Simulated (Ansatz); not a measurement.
`CC(C)(C)C` + `[OH][Ti]([F])([Cl])[SeH]` → `C[Se][Ti]([OH])([F])[Cl]` + `CC(C)C`  (substitution at a C–C bond)

Calculated with Ansatz (gas phase, PBE0-D4/def2-TZVP geometries, no zero-point term in ΔE). CBS: MP2 limit from def2 TZ/QZ plus the TZ coupled-cluster correction, frozen cores. Functionals use def2-TZVPP. For Se, Ti outer-core shells are correlated without core-valence functions, which leaves a few kJ/mol of doubt a bond. Scalar relativity is left out up to krypton. One conformer a species, not always the lowest.

| level | ΔE (kJ/mol) |
| --- | --- |
| ωB97X-V | 13.6 |
| ωB97M-V | 14.1 |
| PBE | 4.1 |
| r2SCAN | 9.8 |
| CCSD(T)/def2-TZVPP | 12.4 |
| SCS-MP2/def2-QZVPP | 9.3 |
| HF/CBS(def2) | 11.4 |
| MP2/CBS(def2) | 10.1 |

(1) What does CCSD(T)/CBS give? (Estimate.)

Largest T1 diagnostic among the species: 0.023, so the coupled-cluster value is less sure than usual.

Results:

(1) Ansatz gave: +11.0 kJ/mol. The listed levels differ from it by 2.6, 3.1, -6.9, -1.2, 1.4, -1.7, 0.4, -0.9 kJ/mol.

From PBE to PBE0 (25 % exact exchange), in def2-TZVPP and without D4, ΔE moves by +4.2 kJ/mol.
